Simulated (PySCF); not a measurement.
**Correlation energy of V (vanadium, neutral)**

[Ar] 3d4 4s1, high-spin 6D determinant (an excited configuration). Computed with PySCF 2.14 in x2c-QZVPPall, with scalar relativity by spin-free X2C-1e. Frozen: [Ar]; 5 electrons correlated.

```tsv
level	correlation energy (mhartree)
CCSD	-71.82
(T)	-2.23
CCSD(T)	-74.05
```

Diagnostics: T1 = 0.020, D1 = 0.0353, largest double amplitude 0.030.

Cost of the coupled-cluster step: about 13 core-seconds, for 5 correlated electrons.

Iterations:

```
CC2 = 0
CCSD nocc = (np.int64(5), np.int64(0)), nmo = (87, 87)
frozen orbitals [[0, 1, 2, 3, 4, 5, 6, 7, 8], [0, 1, 2, 3, 4, 5, 6, 7, 8]]
max_cycle = 100
direct = 0
conv_tol = 1e-08
conv_tol_normt = 1e-06
diis_space = 8
diis_start_cycle = 0
Init t2, MP2 energy = -0.0634599922201249
Init E_corr(UCCSD) = -0.0634599922219144
cycle = 1  E_corr(UCCSD) = -0.0693991553907999  dE = -0.00593916317  norm(t1,t2) = 0.0398775
cycle = 2  E_corr(UCCSD) = -0.0708486430009528  dE = -0.00144948761  norm(t1,t2) = 0.0172843
cycle = 3  E_corr(UCCSD) = -0.0717945046062006  dE = -0.000945861605  norm(t1,t2) = 0.00978463
cycle = 4  E_corr(UCCSD) = -0.0718106431725962  dE = -1.61385664e-05  norm(t1,t2) = 0.00209977
cycle = 5  E_corr(UCCSD) = -0.0717883823270854  dE = 2.22608455e-05  norm(t1,t2) = 0.00123784
cycle = 6  E_corr(UCCSD) = -0.0718162488264086  dE = -2.78664993e-05  norm(t1,t2) = 0.00050842
cycle = 7  E_corr(UCCSD) = -0.0718156645388933  dE = 5.84287515e-07  norm(t1,t2) = 0.000140579
cycle = 8  E_corr(UCCSD) = -0.0718146248346331  dE = 1.03970426e-06  norm(t1,t2) = 4.89185e-05
cycle = 9  E_corr(UCCSD) = -0.0718150522835086  dE = -4.27448875e-07  norm(t1,t2) = 1.81078e-05
cycle = 10  E_corr(UCCSD) = -0.0718149878348676  dE = 6.4448641e-08  norm(t1,t2) = 7.9218e-06
cycle = 11  E_corr(UCCSD) = -0.0718149942636839  dE = -6.42881634e-09  norm(t1,t2) = 3.67796e-06
cycle = 12  E_corr(UCCSD) = -0.0718149754922221  dE = 1.87714618e-08  norm(t1,t2) = 1.81452e-06
cycle = 13  E_corr(UCCSD) = -0.0718150041171289  dE = -2.86249068e-08  norm(t1,t2) = 5.9229e-07
cycle = 14  E_corr(UCCSD) = -0.0718150079707636  dE = -3.85363474e-09  norm(t1,t2) = 1.92612e-07
UCCSD converged
E(UCCSD) = -948.2159719047301  E_corr = -0.07181500797076364
UCCSD(T) correction = -0.00222932058170039
```
